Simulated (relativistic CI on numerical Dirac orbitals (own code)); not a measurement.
Slater and spin-orbit integrals, Sn³⁸⁺

Method of calculation: Dirac-Coulomb-Breit CI, separate exchange-only KLI orbitals for each configuration, QED by a radiative potential, unscaled Slater integrals (own radial code, finite nucleus).

Slater integrals F^k, G^k are unscaled and averaged over j, outside the closed core [Ne]; ζ comes from projecting the Hamiltonian with its Breit term on Σ l·s of the shell.

- 3s.3p: G^1(3s,3p) = 430910, ζ(3p) = 317880 cm⁻¹; <r>(3s) = 0.2976, <r^2>(3s) = 0.1008, <r>(3p) = 0.2876, <r^2>(3p) = 0.09545 (bohr units).
- 3p2: F^2(3p,3p) = 342920, ζ(3p) = 317750 cm⁻¹; <r>(3p) = 0.2879, <r^2>(3p) = 0.09565 (bohr units).
- 3s.3d: G^2(3s,3d) = 265650, ζ(3d) = 41522 cm⁻¹; <r>(3s) = 0.2978, <r^2>(3s) = 0.1009, <r>(3d) = 0.2532, <r^2>(3d) = 0.07382 (bohr units).

Averages of the first 10 configurations, taken without configuration mixing, which lowers the lowest level and can move excited configurations by several eV; other configurations of the list can lie among them:

```csv
Configuration,Parity,States,Average energy above the lowest level (eV)
3s2,even,1,3.8
3s.3p,odd,12,126.1
3p2,even,15,263.3
3s.3d,even,20,279.1
3d2,even,45,562.5
3p.3d,odd,60,410.0
3p.4s,odd,12,1366.2
3d.4s,even,20,1511.1
3s.4s,even,4,1234.5
3s.4p,odd,12,1289.8
```
